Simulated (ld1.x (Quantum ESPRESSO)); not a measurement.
# Plane-wave convergence, PAW potential for argon (Ar)

```json
{"Element": "argon (Ar)", "Generator": "ld1.x (Quantum ESPRESSO) 7.5", "Type": "PAW", "Functional": "PBE", "Relativity": "non-relativistic", "Frozen core": "[Ne]", "Valence charge": "8", "Reference configuration": "3s2 3p4 (charge +2)", "Partial waves": "3s (bound): rcut 0.90, rcutus 1.10 bohr; 3s channel at -3.3 Ry: rcut 0.90, rcutus 1.10 bohr; 3p (bound): rcut 0.90, rcutus 1.00 bohr; 3p channel at -1.55 Ry: rcut 0.90, rcutus 1.00 bohr; 3d channel at 0.4 Ry: rcut 0.90, rcutus 1.10 bohr", "Local potential": "all-electron potential smoothed inside 1.05 bohr (lloc = -1)", "Core correction": "Bessel-smoothed model core, default radius (core density twice the valence density)", "Augmentation charge": "PSQ, inside the norm-conserving radii"}
```

The pseudo-atom Hamiltonian at the reference potential is diagonalised in spherical Bessel functions j_l(qr) that vanish at 20 bohr, with q² up to the cutoff. All-electron valence levels (Ry): 3s -3.6957, 3p -2.6039.

Q: How do the lowest levels (Ry) of each channel move with the cutoff, and are there ghosts?

A:

```
cutoff (Ry)     s #1     s #2     p #1     p #2     d #1     d #2     f #1     f #2  Σ f·Δε (mRy)
          8  -3.5852  -0.9550  -2.4051  -0.6809  -0.7902  -0.3371  -0.2740  -0.1578        1016.9
         15  -3.6213  -0.9580  -2.5901  -0.7239  -0.8925  -0.3629  -0.2744  -0.1583         204.8
         21  -3.6668  -0.9647  -2.5964  -0.7265  -0.9595  -0.3792  -0.2745  -0.1583          88.6
         35  -3.6939  -0.9692  -2.5997  -0.7268  -1.0353  -0.3969  -0.2745  -0.1584          21.5
         45  -3.6950  -0.9694  -2.6024  -0.7270  -1.0635  -0.4033  -0.2745  -0.1584           8.2
         60  -3.6954  -0.9695  -2.6037  -0.7272  -1.0817  -0.4074  -0.2745  -0.1584           2.4
         80  -3.6958  -0.9697  -2.6038  -0.7272  -1.0862  -0.4084  -0.2745  -0.1584           1.3
        110  -3.6959  -0.9697  -2.6040  -0.7272  -1.0866  -0.4085  -0.2745  -0.1584           0.4
        400  -3.6959  -0.9697  -2.6040  -0.7273  -1.0867  -0.4085  -0.2745  -0.1584           0.0
```

Result: no extra level below or beside the all-electron valence levels (s, p, d, f tested); 10 mRy is reached at 45 Ry and 1 mRy at 90 Ry.
